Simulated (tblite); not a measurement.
Parent: `[CH3:1][O:2][Si@@H:3]([Cl:4])[SiH2:5][CH2:6][Cl:7]` with C1–O2–Si3–Cl4 51°, O2–Si3–Si5–C6 -174°, Si3–Si5–C6–Cl7 -57°, C2H8Cl2OSi2.

The geometries are computed with GFN2-xTB (gas phase). One conformer each, not checked by frequencies here.

```json
{"coordinate of the parent": "C1–O2", "value": "1.400 Å"}
{"coordinate of the parent": "O2–Si3", "value": "1.621 Å"}
{"coordinate of the parent": "Si3–Cl4", "value": "2.038 Å"}
{"coordinate of the parent": "Si3–Si5", "value": "2.302 Å"}
{"coordinate of the parent": "Si5–C6", "value": "1.916 Å"}
{"coordinate of the parent": "C6–Cl7", "value": "1.785 Å"}
{"coordinate of the parent": "C1–O2–Si3", "value": "129.8°"}
{"coordinate of the parent": "O2–Si3–Cl4", "value": "109.0°"}
{"coordinate of the parent": "O2–Si3–Si5", "value": "98.6°"}
{"coordinate of the parent": "Cl4–Si3–Si5", "value": "114.5°"}
{"coordinate of the parent": "Si3–Si5–C6", "value": "107.8°"}
{"coordinate of the parent": "Si5–C6–Cl7", "value": "107.6°"}
```

Question: How does the shared frame change in `[CH3:1][O:2][Si@@H:3]([Cl:4])[SiH2:5][C@H:6]([Cl:7])[CH2:8][Cl:9]` with C1–O2–Si3–Cl4 51°, O2–Si3–Si5–C6 -174°, Si3–Si5–C6–Cl7 -51°, Si5–C6–C8–Cl9 -63°, C3H9Cl3OSi2? Atoms pair as C1 = C1, O2 = O2, Si3 = Si3, Cl4 = Cl4, Si5 = Si5, C6 = C6, Cl7 = Cl7 (parent first).

Answer: 
```
     parent     relative  value in the relative  change
      C1–O2        C1–O2                1.401 Å  +0.001
     O2–Si3       O2–Si3                1.620 Å  -0.001
    Si3–Cl4      Si3–Cl4                2.034 Å  -0.004
    Si3–Si5      Si3–Si5                2.299 Å  -0.003
     Si5–C6       Si5–C6                1.925 Å  +0.009
     C6–Cl7       C6–Cl7                1.793 Å  +0.008
  C1–O2–Si3    C1–O2–Si3                 130.2°    +0.4
 O2–Si3–Cl4   O2–Si3–Cl4                 109.4°    +0.4
 O2–Si3–Si5   O2–Si3–Si5                  97.4°    -1.2
Cl4–Si3–Si5  Cl4–Si3–Si5                 114.7°    +0.2
 Si3–Si5–C6   Si3–Si5–C6                 107.8°     0.0
 Si5–C6–Cl7   Si5–C6–Cl7                 106.2°    -1.4
```

Of the parent's bonds, Si5–C6 and C6–Cl7 change most and about equally (+0.008 to +0.009 Å). Bonds of the relative outside the shared frame: C6–C8 1.509, C8–Cl9 1.772 Å. Point group C1 → C1.
